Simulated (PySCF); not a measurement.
## Distorted geometries of [PbF5]−

[PbF5]− (singlet). PySCF 2.14.0, RKS BP86, Pb def2-SVP with ECP60, F def2-SVP; non-relativistic Hamiltonian with scalar-relativistic core potentials where named; density fitting; no spin-orbit coupling. Relaxed geometry:

```xyz
6

Pb   -0.0233    0.0001    0.0000
F    -0.1620    0.0004    2.0838
F    -0.1620    0.0004   -2.0838
F     2.0543   -0.0024    0.0000
F    -0.8522    1.9128    0.0000
F    -0.8549   -1.9114    0.0000
```

Task: Order these distorted geometries by energy above the relaxed one, lowest first.
A.
```xyz
6

Pb    0.0062    0.0425   -0.0056
F    -0.1469   -0.0134    2.0940
F    -0.1600   -0.0382   -2.0213
F     2.0143   -0.0227   -0.0186
F    -0.8329    1.9237   -0.0093
F    -0.8807   -1.8918   -0.0393
```
B.
```xyz
6

Pb   -0.0091   -0.0175    0.0010
F    -0.1793    0.0645    2.1060
F    -0.1835   -0.0480   -2.0386
F     2.0187   -0.0205   -0.0360
F    -0.7931    1.9061   -0.0614
F    -0.8537   -1.8845    0.0290
```
C.
```xyz
6

Pb   -0.0066    0.0403   -0.0704
F    -0.0967   -0.0823    2.0992
F    -0.2387   -0.0619   -2.0257
F     2.0624    0.0017   -0.0704
F    -0.8039    1.9650    0.0117
F    -0.9165   -1.8628    0.0556
```

Result: B (0.06 eV), A (0.12 eV), C (0.22 eV).

Task: Which forces (eV/Å) act in the one that lies 0.22 eV up?

Result: 
```
Pb  -0.19 -0.63  3.81
F    0.08  0.24 -1.02
F   -0.22  0.03 -2.43
F    0.15  0.05 -0.10
F    0.03 -0.01 -0.09
F    0.14  0.32 -0.17
```
Forces carry noise of the integration grid, about 0.01 to 0.03 eV/Å.
